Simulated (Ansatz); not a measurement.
CH5ClInN, SMILES `C[NH][InH][Cl]`. Charge 0, multiplicity 1. In: def2 effective core potential.

| atom | x (Å) | y (Å) | z (Å) |
| --- | --- | --- | --- |
| C1 | 1.236 | -0.033 | 0.484 |
| N2 | 0.034 | -0.719 | 0.070 |
| In3 | -1.627 | 0.111 | -0.641 |
| Cl4 | -1.335 | 2.432 | -0.715 |
| H5 | 2.111 | -0.339 | -0.104 |
| H6 | 1.115 | 1.044 | 0.350 |
| H7 | 1.467 | -0.206 | 1.543 |
| H8 | 0.086 | -1.720 | 0.170 |
| H9 | -3.087 | -0.570 | -1.156 |

Q: List the harmonic frequencies (cm⁻¹, unscaled) at PBE0-D4/def2-TZVP in Ansatz. (An estimate is asked.)

A: Computed: 89, 94, 144, 266, 347, 380, 414, 459, 578, 1089, 1133, 1139, 1384, 1458, 1487, 1509, 1909, 3002, 3046, 3116, 3627.

Q: Is this a minimum?

A: Yes, all 21 modes are real.

Q: Give the ideal-gas thermochemistry at 298.15 K and 1 bar (rigid rotor, harmonic oscillator; point group Cs, symmetry number 1).

A: Zero-point energy 159.5 kJ/mol; H(298) − E = 180.3 kJ/mol; entropy 357.3 J/(mol·K), of which translation 173.7, rotation 115.6, vibration 68.0; G(298) − E = 73.8 kJ/mol. Modes under 100 cm⁻¹ are hindered rotations or soft bends, so the harmonic entropy is rough.

Q: And at 400, 500, 600, 800 and 1000 K?

A: 
```
T (K)  H − E (kJ/mol)  S (J/mol/K)  G − E (kJ/mol)
  400           191.1        388.3            35.7
  500           202.9        414.6            -4.4
  600           215.8        438.1           -47.1
  800           244.3        479.0          -138.9
 1000           275.5        513.8          -238.3
```
